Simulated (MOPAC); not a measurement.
Input file for MOPAC: PM6 on AlAsH4 (SMILES [AlH2][AsH2]), a point of a torsion scan.

```
PM6 1SCF PRECISE CHARGE=0 THREADS=1
AlAsH4

Al    -0.84657508 1     0.07615851 1    -0.07373767 1
As     1.53689322 1     0.16925517 1    -0.33238384 1
H     -1.60834276 1    -1.20210825 1    -0.54607243 1
H     -1.86916847 1     1.08906354 1     0.52154556 1
H      1.42375641 1    -1.05039039 1     0.57029345 1
H      1.14858724 1    -0.72369354 1    -1.49923410 1
```

Program output:

```
*******************************************************************************
 **                                                                           **
 **                              MOPAC v23.2.5                                **
 **                                                                           **
 *******************************************************************************
 ** MOPAC's Digital Object Identifier: https://doi.org/10.5281/zenodo.6511958 **
 **                                                                           **
 ** Please cite the open-source release paper for use of this MOPAC version:  **
 ** J. E. Moussa and J. J. P. Stewart (2026)                                  **
 ** MOPAC: An open-source semiempirical molecular orbital program             **
 ** J. Open Source Softw., 11(119), 8025, https://doi.org/10.21105/joss.08025 **
 *******************************************************************************

                              PM6 CALCULATION RESULTS

 *******************************************************************************
 *  PM6        - The PM6 Hamiltonian to be used
 *
 *
 *
 *                 CHARGE ON SYSTEM = 0
 *
 *
 *
 *  PRECISE    - TIGHTER CRITERIA TO BE USED
 *  1SCF       - DO 1 SCF AND THEN STOP
 *  THREADS=1  - MULTI-THREADING NOT USED
 *  T=         - A TIME OF 172800.0 SECONDS REQUESTED
 *  DUMP=N     - RESTART FILE WRITTEN EVERY 7200.0 SECONDS REQUESTED
 *******************************************************************************
PM6 1SCF PRECISE CHARGE=0 THREADS=1
 AlAsH4

   ATOM   CHEMICAL          X               Y               Z
  NUMBER   SYMBOL      (ANGSTROMS)     (ANGSTROMS)     (ANGSTROMS)

     1      Al         -0.84657508  *   0.07615851  *  -0.07373767  *
     2      As          1.53689322  *   0.16925517  *  -0.33238384  *
     3       H         -1.60834276  *  -1.20210825  *  -0.54607243  *
     4       H         -1.86916847  *   1.08906354  *   0.52154556  *
     5       H          1.42375641  *  -1.05039039  *   0.57029345  *
     6       H          1.14858724  *  -0.72369354  *  -1.49923410  *



          CARTESIAN COORDINATES

    NO.       ATOM           X           Y           Z

     1        Al         -0.8466      0.0762     -0.0737
     2        As          1.5369      0.1693     -0.3324
     3         H         -1.6083     -1.2021     -0.5461
     4         H         -1.8692      1.0891      0.5215
     5         H          1.4238     -1.0504      0.5703
     6         H          1.1486     -0.7237     -1.4992

 General Reference for PM6:
 "Optimization of Parameters for Semiempirical Methods V: Modification of NDDO Approximations
 and Application to 70 Elements", J. J. P. Stewart, J. Mol. Mod., 13, 1173-1213 (2007)
 URL: https://link.springer.com/article/10.1007/s00894-007-0233-4

           Empirical Formula: H4 Al As  =     6 atoms



      MOLECULAR POINT GROUP   :   C1


      RHF CALCULATION, NO. OF DOUBLY OCCUPIED LEVELS = 6


 -------------------------------------------------------------------------------
 PM6 1SCF PRECISE CHARGE=0 THREADS=1
 AlAsH4



     1SCF WAS SPECIFIED, SO BFGS WAS NOT USED
     SCF FIELD WAS ACHIEVED


                              PM6 CALCULATION
                                                       MOPAC v23.2.5 Linux




          FINAL HEAT OF FORMATION =        135.49802 KCAL/MOL =     566.92373 KJ/MOL


          COSMO AREA              =        106.12 SQUARE ANGSTROMS
          COSMO VOLUME            =         94.96 CUBIC ANGSTROMS

          IONIZATION POTENTIAL    =          9.929151 EV
          HOMO LUMO ENERGIES (EV) =         -9.929  0.668
          NO. OF FILLED LEVELS    =          6
          MOLECULAR WEIGHT        =        105.9347         POINT GROUP:  C1

          MOLECULAR DIMENSIONS (Angstroms)

            Atom       Atom       Distance
            H     6    H     4     4.05912
            H     3   As     2     3.03249
            H     5    H     4     1.89347


          SCF CALCULATIONS        =          1





   ATOM   CHEMICAL          X               Y               Z
  NUMBER   SYMBOL      (ANGSTROMS)     (ANGSTROMS)     (ANGSTROMS)

     1      Al         -0.84657508  *   0.07615851  *  -0.07373767  *
     2      As          1.53689322  *   0.16925517  *  -0.33238384  *
     3       H         -1.60834276  *  -1.20210825  *  -0.54607243  *
     4       H         -1.86916847  *   1.08906354  *   0.52154556  *
     5       H          1.42375641  *  -1.05039039  *   0.57029345  *
     6       H          1.14858724  *  -0.72369354  *  -1.49923410  *

                             CARTESIAN COORDINATES

   1   Al       -0.846575080     0.076158510    -0.073737670
   2   As        1.536893220     0.169255170    -0.332383840
   3    H       -1.608342760    -1.202108250    -0.546072430
   4    H       -1.869168470     1.089063540     0.521545560
   5    H        1.423756410    -1.050390390     0.570293450
   6    H        1.148587240    -0.723693540    -1.499234100


           Empirical Formula: H4 Al As  =     6 atoms



      MOLECULAR POINT GROUP   :   C1


                  EIGENVALUES
 -17.84118 -14.96259 -12.35653 -11.54077 -10.34310  -9.92915   0.66842   2.34674
   3.42807   3.80320   5.49763   5.58555  55.29085  55.39815  55.41919  55.55865
  55.74166 112.84589 112.93195 113.16244 114.14457 114.72470


              NET ATOMIC CHARGES AND DIPOLE CONTRIBUTIONS

  ATOM NO.   TYPE          CHARGE      No. of ELECS.   s-Pop       p-Pop       d-Pop
    1         Al           0.190156        2.8098     1.12128     1.66362     0.02495
    2         As           0.028677        4.9713     1.80663     3.15429     0.01040
    3          H          -0.102973        1.1030     1.10297
    4          H          -0.088256        1.0883     1.08826
    5          H          -0.013408        1.0134     1.01341
    6          H          -0.014196        1.0142     1.01420
 DIPOLE           X         Y         Z       TOTAL
 POINT-CHG.     0.856     0.343     0.001     0.922
 HYBRID        -0.202    -0.870    -0.101     0.899
 SUM            0.654    -0.527    -0.100     0.846


          ATOMIC ORBITAL ELECTRON POPULATIONS

     Atom    s        px        py        pz      x^2-y^2     xz        z^2       yz        xy
    1 Al   1.12128   0.78958   0.69130   0.18273   0.00507   0.00528   0.00235   0.00218   0.01007
    2 As   1.80663   1.08373   1.09831   0.97225   0.00430   0.00064   0.00121   0.00377   0.00048
    3  H   1.10297
    4  H   1.08826
    5  H   1.01341
    6  H   1.01420

 **********************
 *                    *
 * JOB ENDED NORMALLY *
 *                    *
 **********************




 == MOPAC DONE ==
```

The run finished.

Cost: about 0.020 core-seconds (a rough figure).
